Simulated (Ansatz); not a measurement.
Reaction (redistribution): `[NH2][Al]([OH])[Br]` + `C[CH2][Mg][OH]` → `C[CH2][Al]([NH2])[OH]` + `[OH][Mg][Br]`

Program: Ansatz. Geometries: PBE0-D4/def2-TZVP. ΔE: electronic, gas phase. CBS: MP2 limit from def2 TZ/QZ plus the TZ coupled-cluster correction, frozen cores. DFT in def2-TZVPP. B3LYP here is the variant with VWN-RPA as its local correlation; programs differ in this. HSE06 is defined as in plane-wave codes. For Br, Mg outer-core shells are correlated without core-valence functions, which leaves a few kJ/mol of doubt a bond. Scalar relativity is left out up to krypton. One conformer a species, not always the lowest.

`[NH2][Al]([OH])[Br]`:

Cartesian coordinates in Å:
```
N 0.539 0.760 0.817
Al -0.464 -0.353 -0.099
O -0.105 -0.894 -1.655
Br -2.351 -1.117 0.844
H 1.403 1.169 0.504
H 0.312 1.074 1.746
H 0.666 -0.638 -2.156
```

`C[CH2][Mg][OH]`:

Cartesian coordinates in Å:
```
C -1.270 0.947 -0.185
C -0.644 -0.256 0.524
Mg 1.318 -0.741 -0.012
O 2.974 -1.156 -0.459
H -1.312 0.810 -1.269
H -2.297 1.140 0.147
H -0.705 1.868 -0.008
H -0.663 -0.096 1.609
H -1.264 -1.145 0.359
H 3.862 -1.373 -0.706
```

`C[CH2][Al]([NH2])[OH]`:

Z-matrix (Å, degrees):
```
C
C 1 1.529
H 1 1.094 2 111.7
H 1 1.094 2 112.2 3 -120.1
H 1 1.094 2 111.7 3 119.7
Al 2 1.950 1 115.3 3 -59.9
H 2 1.097 1 110.2 3 177.5
H 2 1.097 1 110.2 3 62.7
O 6 1.701 2 118.6 1 179.8
N 6 1.772 2 120.7 1 -0.2
H 9 0.954 6 124.7 2 180.0
H 10 1.007 6 123.5 2 0.1
H 10 1.006 6 126.6 2 -180.0
```

`[OH][Mg][Br]`:

Cartesian coordinates in Å:
```
O -0.756 0.367 0.892
Mg 0.283 -0.161 -0.412
Br 1.616 -0.868 -2.184
H -1.143 0.663 1.704
```

```json
{"level": "B97M-V", "ΔE (kcal/mol)": "-15.6", "difference from CCSD(T)/CBS": "-0.7"}
{"level": "r2SCANh-D4", "ΔE (kcal/mol)": "-16.9", "difference from CCSD(T)/CBS": "-2.0"}
{"level": "r2SCAN0-D4", "ΔE (kcal/mol)": "-17.2", "difference from CCSD(T)/CBS": "-2.3"}
{"level": "BHLYP-D4", "ΔE (kcal/mol)": "-17.1", "difference from CCSD(T)/CBS": "-2.2"}
{"level": "ωB97M-V", "ΔE (kcal/mol)": "-16.0", "difference from CCSD(T)/CBS": "-1.1"}
{"level": "B2PLYP", "ΔE (kcal/mol)": "-15.5", "difference from CCSD(T)/CBS": "-0.6"}
{"level": "revPBE", "ΔE (kcal/mol)": "-14.6", "difference from CCSD(T)/CBS": "0.3"}
{"level": "BLYP", "ΔE (kcal/mol)": "-14.5", "difference from CCSD(T)/CBS": "0.4"}
{"level": "r2SCAN", "ΔE (kcal/mol)": "-16.6", "difference from CCSD(T)/CBS": "-1.7"}
{"level": "B3LYP", "ΔE (kcal/mol)": "-15.6", "difference from CCSD(T)/CBS": "-0.7"}
{"level": "HSE06", "ΔE (kcal/mol)": "-15.8", "difference from CCSD(T)/CBS": "-0.9"}
{"level": "CAM-B3LYP", "ΔE (kcal/mol)": "-16.2", "difference from CCSD(T)/CBS": "-1.3"}
{"level": "HF/def2-TZVPP", "ΔE (kcal/mol)": "-18.9", "difference from CCSD(T)/CBS": "-4.0"}
{"level": "SCS-MP2/def2-TZVPP", "ΔE (kcal/mol)": "-15.0", "difference from CCSD(T)/CBS": "-0.1"}
{"level": "CCSD(T)/def2-TZVPP", "ΔE (kcal/mol)": "-14.9", "difference from CCSD(T)/CBS": "0.0"}
{"level": "MP2/def2-QZVPP", "ΔE (kcal/mol)": "-14.8", "difference from CCSD(T)/CBS": "0.1"}
{"level": "CCSD(T)/CBS", "ΔE (kcal/mol)": "-14.9", "difference from CCSD(T)/CBS": "0"}
```

Largest T1 diagnostic among the species: 0.010.

At CCSD(T), def2-SVP lies −2.5 kcal/mol from the extrapolated value and def2-TZVPP −0.0 kcal/mol. Leaving LDA and LC-ωPBE aside and taking each functional with its dispersion term where it has one, the values, not all of them listed here, spread over 2.6 kcal/mol, from r2SCAN0-D4 to PBE-D4. From PBE to PBE0 (25 % exact exchange), in def2-TZVPP and without D4, ΔE moves by −1.4 kcal/mol.
